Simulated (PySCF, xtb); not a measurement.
FHSeZn, SMILES [F][Zn][SeH].

GFN2-xTB in xtb at its own geometry gives an orbital gap of 2.74 eV and a dipole moment of 4.21 D.

The structure is a stationary point at B3LYP-D3(BJ)/def2-TZVP. One conformer was computed; it need not be the lowest.

What does PySCF with PBE0/def2-TZVPD give? (An estimate is asked for; the answer gives what the named calculation found.)

gap 5.86 eV (levels -7.49 and -1.63 eV), dipole 1.83 D.
